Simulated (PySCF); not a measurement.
A run for PySCF: R-M06-2X/def2-TZVPP on H4PbSSi (SMILES [SiH3][Pb][SH]), a point of a torsion scan. Elements past Kr take the def2 small-core potentials; no spin–orbit coupling.

```python
from pyscf import gto, dft

mol = gto.M(
    atom='''
    Si   -1.33487278   -0.16739665   -0.05518422
    Pb    0.93102267    1.25651877    0.10529203
    S     2.04960049   -0.02966361   -1.75023331
    H    -1.37512660   -1.22279644   -1.05988780
    H    -2.51816130    0.65467733   -0.33747608
    H    -1.68722112   -0.84126867    1.20075600
    H     3.22084055    0.59056474   -1.77975250
    ''',
    basis='def2-tzvpp',
    ecp={'Pb': 'def2-tzvpp'},
    charge=0, spin=0, verbose=4, max_memory=1800)
mf = dft.RKS(mol, xc='m062x').density_fit(auxbasis='def2-universal-jkfit')
mf.grids.level = 4
mf.conv_tol = 1e-9
mf.max_cycle = 150
mf.kernel()
mf.dip_moment()
```

The head of its log:

```
PySCF version 2.14.0

[INPUT] verbose = 4
[INPUT] num. atoms = 7
[INPUT] num. electrons = 56
[INPUT] charge = 0
[INPUT] spin (= nelec alpha-beta = 2S) = 0
[INPUT] symmetry False subgroup None
[INPUT] Mole.unit = angstrom
[INPUT] Symbol           X                Y                Z      unit          X                Y                Z       unit  Magmom
[INPUT]  1 Si    -1.334872780000  -0.167396650000  -0.055184220000 AA   -2.522543965337  -0.316333822670  -0.104283062198 Bohr   0.0
[INPUT]  2 Pb     0.931022670000   1.256518770000   0.105292030000 AA    1.759377862061   2.374476345675   0.198973099799 Bohr   0.0
[INPUT]  3 S      2.049600490000  -0.029663610000  -1.750233310000 AA    3.873183590874  -0.056056098766  -3.307461609991 Bohr   0.0
[INPUT]  4 H     -1.375126600000  -1.222796440000  -1.059887800000 AA   -2.598612660604  -2.310750377693  -2.002897664768 Bohr   0.0
[INPUT]  5 H     -2.518161300000   0.654677330000  -0.337476080000 AA   -4.758635194479   1.237160853662  -0.637737364792 Bohr   0.0
[INPUT]  6 H     -1.687221120000  -0.841268670000   1.200756000000 AA   -3.188385828382  -1.589767383477   2.269099982428 Bohr   0.0
[INPUT]  7 H      3.220840550000   0.590564740000  -1.779752500000 AA    6.086506530394   1.116005617425  -3.363244794510 Bohr   0.0

nuclear repulsion = 209.53060161808
number of shells = 68
number of NR pGTOs = 281
number of NR cGTOs = 190
basis = def2-tzvpp
ecp = {'Pb': 'def2-tzvpp'}


******** <class 'pyscf.df.df_jk.DFRKS'> ********
method = DFRKS
initial guess = minao
damping factor = 0
level_shift factor = 0
DIIS = <class 'pyscf.scf.diis.CDIIS'>
diis_start_cycle = 1
diis_space = 8
diis_damp = 0
SCF conv_tol = 1e-09
SCF conv_tol_grad = None
SCF max_cycles = 150
direct_scf = False
XC library pyscf.dft.libxc version 7.1.2
    S. Lehtola, C. Steigemann, M. J. T. Oliveira, and M. A. L. Marques,  SoftwareX 7, 1–5 (2018)
XC functionals = m062x
    Y. Zhao and D. G. Truhlar,  Theor. Chem. Acc. 120, 215 (2008)
    Y. Zhao and D. G. Truhlar,  Theor. Chem. Acc. 120, 215 (2008)
radial grids:
    Treutler-Ahlrichs [JCP 102, 346 (1995); DOI:10.1063/1.469408] (M4) radial grids

becke partition: Becke, JCP 88, 2547 (1988); DOI:10.1063/1.454033
pruning grids: <function nwchem_prune>
grids dens level: 4
symmetrized grids: False
atomic radii adjust function: <function treutler_atomic_radii_adjust>
small_rho_cutoff = 0
Set gradient conv threshold to 3.16228e-05
Initial guess from minao.
tot grids = 153784
******** <class 'pyscf.df.df.DF'> ********
auxbasis = def2-universal-jkfit
init E= -850.592912239847
  HOMO = -0.580594242232992  LUMO = -0.524833485341931  gap/eV = 1.51733
cycle= 1 E= -881.396891663178  delta_E= -30.8  |g|= 2.35  |ddm|= 10.5
  HOMO = -0.0541294475748071  LUMO = -0.0156723535101252  gap/eV = 1.04647
cycle= 2 E= -879.120647824123  delta_E= 2.28  |g|=  3.6  |ddm|=  9.8
  HOMO = -0.216063845365464  LUMO = -0.0628529524852218  gap/eV = 4.16908
```

What total energy does the run end on?

-882.8336 hartree.
